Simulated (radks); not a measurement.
Species: Tb30+. Configuration: [Ar] 3d10 4s2 4p5.

Calculated with a radial shooting solver on a logarithmic mesh with Libxc functionals: scalar-relativistic Kohn-Sham, PBEsol, spin-polarised, spherical densities, point nucleus; open shells are filled with parallel spins first (spin-orbit coupling, left out, can overturn this in heavy ions).

Energy parts (eV):
part                      energy
total                 -305867.26
kinetic                330200.61
electron-nucleus      -706706.34
Hartree                 76365.00
exchange-correlation    -5726.53

Orbitals (lengths in bohr, moments of r in powers of bohr; r(max) is where P^2 peaks):
| orbital | occ. | eigenvalue (eV) | r(max) |
|---|---|---|---|
| 1s up | 1 | -52949.24 | 0.01365 |
| 1s down | 1 | -52948.48 | 0.01365 |
| 2s up | 1 | -9698.215 | 0.07749 |
| 2s down | 1 | -9697.775 | 0.07749 |
| 2p up | 3 | -8743.211 | 0.06278 |
| 2p down | 3 | -8742.548 | 0.06278 |
| 3s up | 1 | -2966.381 | 0.2186 |
| 3s down | 1 | -2965.700 | 0.2186 |
| 3p up | 3 | -2671.534 | 0.2143 |
| 3p down | 3 | -2670.765 | 0.2144 |
| 3d up | 5 | -2294.816 | 0.1745 |
| 3d down | 5 | -2294.082 | 0.1745 |
| 4s up | 1 | -1314.776 | 0.4772 |
| 4s down | 1 | -1311.532 | 0.4770 |
| 4p up | 3 | -1206.073 | 0.4895 |
| 4p down | 2 | -1202.857 | 0.4894 |

The highest occupied level is 4p down at -1202.9 eV. The density falls to 0.001 e/bohr^3 at r = 1.23 bohr. Spin moment in Bohr magnetons: 1. For comparison, the ionisation energy in NIST's Atomic Spectra Database is 1208 eV (theoretical). In exact Kohn-Sham theory the highest level is minus the ionisation energy, but local and semilocal functionals leave it too shallow, through self-interaction and a potential that decays too fast; potentials with the right tail come closer.
